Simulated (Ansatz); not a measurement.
`CC1BC1`, charge 0, multiplicity 1.

Q: Give a relaxed structure at PBE0-D4/def2-TZVP (Ansatz 0.2.0). (Best estimate.)

A: Ansatz gave: 
```xyz
11

C     1.299    0.249   -0.455
C    -0.062    0.507    0.148
B    -1.352   -0.007   -0.483
C    -0.844   -0.646    0.804
H     2.071    0.187    0.318
H     1.580    1.040   -1.154
H     1.317   -0.695   -1.007
H    -0.131    1.449    0.691
H    -2.140    0.015   -1.369
H    -1.331   -0.455    1.756
H    -0.408   -1.643    0.754
```
This is one stationary point; other conformers may exist.
